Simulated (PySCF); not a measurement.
C2H8ClGeN.
SMILES: `C[N]([GeH2][Cl])C`

Jobs on this species (13 atoms, 76 electrons) with PySCF (density fitting). Hardware of each: one thread, Arm Neoverse V1 (aarch64), shared host. Times come from a shared host and carry two figures at best. Peak memory is the resident size of the whole Python process, interpreter and libraries included.

| level and settings | work | basis functions | SCF cycles | wall time | peak memory |
| --- | --- | --- | --- | --- | --- |
| delta-SCF UKS B3LYP, pcX-2 on the ionised atom, pcseg-1 elsewhere, spin-free X2C | ΔSCF core ionisation, 4 holes | 169 | ? | ? | ? |
| delta-SCF UKS SCAN, pcX-1 on the ionised atom, pcseg-1 elsewhere, spin-free X2C | ΔSCF core ionisation, 4 holes | 149 | ? | ? | ? |
| delta-SCF UKS PBE, pcX-2 on the ionised atom, pcseg-1 elsewhere, spin-free X2C | ΔSCF core ionisation, 4 holes | 169 | 59 | 17 s | 0.61 GiB |
| delta-SCF UKS HF, pcX-2 on the ionised atom, pcseg-1 elsewhere, spin-free X2C | ΔSCF core ionisation, 4 holes | 169 | 51 | 25 s | 0.66 GiB |
| delta-SCF UKS SCAN, def2-TZVP on the ionised atom, pcseg-1 elsewhere, spin-free X2C | ΔSCF core ionisation, 4 holes | 146 | 58 | 25 s | 0.54 GiB |
| PBE0-D3(BJ)/def2-SVP, grid level 1 | geometry optimisation from a GFN2-xTB start shaken at random | 132 | 49 | 92 s | 0.51 GiB |
| delta-SCF UKS SCAN, pcX-2 on the ionised atom, pcseg-1 elsewhere, spin-free X2C | ΔSCF core ionisation, 4 holes | 169 | 60 | 28 s | 0.63 GiB |
| delta-SCF UKS SCAN, pcX-2 on the ionised atom, pcseg-1 elsewhere, non-relativistic | ΔSCF core ionisation, 4 holes | 169 | 59 | 26 s | 0.62 GiB |
| delta-SCF UKS PBE0, pcX-2 on the ionised atom, pcseg-1 elsewhere, spin-free X2C | ΔSCF core ionisation, 4 holes | 169 | 54 | 41 s | 0.84 GiB |

Q: Fill in the missing figures.

A: 
- delta-SCF UKS B3LYP, pcX-2 on the ionised atom, pcseg-1 elsewhere, spin-free X2C; ΔSCF core ionisation, 4 holes: 41 s, 0.76 GiB, 54 SCF cycles
- delta-SCF UKS SCAN, pcX-1 on the ionised atom, pcseg-1 elsewhere, spin-free X2C; ΔSCF core ionisation, 4 holes: 23 s, 0.54 GiB, 59 SCF cycles

Q: What do all jobs in the table cost together?

A: About 5.3 min; the longest takes about 29 % of that, and about 5.4 times as long as the shortest.
